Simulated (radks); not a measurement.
Problem. All-electron atom: the nitrogen ion N+ in [He] 2s2 2p2. Calculated with a radial shooting solver on a logarithmic mesh with Libxc functionals: Dirac Kohn-Sham, exchange-only LDA, spin-unpolarised, spherical densities, finite nucleus; open shells fill j = l - 1/2 first; Fermi nuclear charge, rms radius 2.5582 fm. Some entries of the table are withheld. Estimate them.

| orbital | occ. | eigenvalue (eV) | r(max) (bohr) |
|---|---|---|---|
| 1s1/2 | 2 | -396.3280 | 0.1492 |
| 2s1/2 | 2 | -30.7716 | (1) |
| 2p1/2 | 2 | -19.3831 | 0.9127 |
| 2p3/2 | 0 | -19.3592 | 0.9136 |
| 3s1/2 | 0 | -4.9815 | (2) |
| 3p1/2 | 0 | -3.2710 | 4.668 |
| 3p3/2 | 0 | -3.2691 | 4.671 |

Solution. 
(1) 2s1/2 r(max) (bohr): 0.9929
(2) 3s1/2 r(max) (bohr): 3.800
